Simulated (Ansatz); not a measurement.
Born–Oppenheimer molecular dynamics of FH₈NSi₂ (12 atoms, charge 0, multiplicity 1). It starts from a rough guess of a transition structure, not a stationary point.

Level of theory: UKS PBE-D4/6-31G (Ansatz).

- ensemble: NVE (velocity Verlet)
- time step: 0.5 fs
- steps asked: 150
- starting velocities drawn for: 100 K
- seed: 270062

First frame:

```xyz
12
Properties=species:S:1:pos:R:3
Si -0.705 0.194 -0.536
Si 0.744 -1.337 0.983
H -0.450 -0.774 -1.631
H -2.131 0.089 -0.264
N 0.072 1.556 -1.224
H -0.061 0.333 1.229
F -0.750 1.321 1.121
H 1.164 -1.424 2.393
H -0.039 -2.554 0.761
H 1.979 -1.475 0.208
H 0.229 1.602 -2.213
H -0.054 2.470 -0.826
```

What does the run give?

All steps were run.

```
steps done                                               : 150
time covered                                             : 75 fs
mean temperature over the second half                    : 914 K
spread of the potential energy over the second half      : 8.2 meV per atom
mean potential energy of the second half above the start : -87.7 meV per atom
```

The conserved energy stayed within 0.11 meV per atom of its start (net change 0.0093 meV per atom), so the integration is sound. The kinetic energy rose, since the run started high on the potential surface and went downhill. It ends in pieces (FH + H7NSi2), so much of that is their flight and rotation, not heat. A run of 0.075 ps of so small a system gives no equilibrium averages. The orbitals were unrestricted but ended closed-shell. Limits of this set-up: no polarisation functions.

What happens to the structure?

The planned step would form Si1–F7, Si2–H6 and break Si1–Si2, H6–F7. These pairs go: Si1–F7 2.00 → 3.93 Å, Si2–H6 1.87 → 4.00 Å, Si1–Si2 2.60 → 2.33 Å, H6–F7 1.21 → 0.98 Å. In the last frame they stand as before the step (other bonds may differ from the relaxed reactants and products). It ends as FH + H7NSi2. Pairs count as bonded within 1.25 times the sum of covalent radii (0.12 Å more for H–H). The details hang on the random start.

How do temperature and energy run in time?


| time (fs) | T (K) | potential energy less start (eV) | conserved less start (meV/atom) |
| --- | --- | --- | --- |
| 0 | 100 | 0.000 | 0.00 |
| 2.5 | 100 | -0.001 | -0.02 |
| 5 | 200 | -0.130 | -0.08 |
| 7.5 | 205 | -0.136 | -0.02 |
| 10 | 262 | -0.210 | -0.01 |
| 12.5 | 401 | -0.390 | -0.09 |
| 15 | 426 | -0.422 | -0.06 |
| 17.5 | 408 | -0.398 | 0.00 |
| 20 | 510 | -0.530 | -0.07 |
| 22.5 | 553 | -0.586 | -0.06 |
| 25 | 567 | -0.604 | 0.00 |
| 27.5 | 706 | -0.784 | -0.05 |
| 30 | 842 | -0.960 | -0.10 |
| 32.5 | 842 | -0.959 | -0.02 |
| 35 | 894 | -1.027 | -0.05 |
| 37.5 | 953 | -1.103 | -0.08 |
| 40 | 909 | -1.046 | -0.05 |
| 42.5 | 897 | -1.030 | 0.01 |
| 45 | 1018 | -1.188 | -0.09 |
| 47.5 | 1042 | -1.219 | -0.06 |
| 50 | 1007 | -1.173 | -0.03 |
| 52.5 | 1017 | -1.186 | -0.07 |
| 55 | 964 | -1.118 | -0.07 |
| 57.5 | 855 | -0.976 | 0.00 |
| 60 | 861 | -0.984 | -0.04 |
| 62.5 | 875 | -1.003 | -0.08 |
| 65 | 809 | -0.917 | 0.00 |
| 67.5 | 860 | -0.984 | -0.06 |
| 70 | 898 | -1.032 | -0.08 |
| 72.5 | 827 | -0.940 | -0.04 |
| 75 | 804 | -0.910 | 0.01 |

The run took 9.3 min on 1 thread of Arm Neoverse V2, on a shared host, peak memory 0.13 GiB.
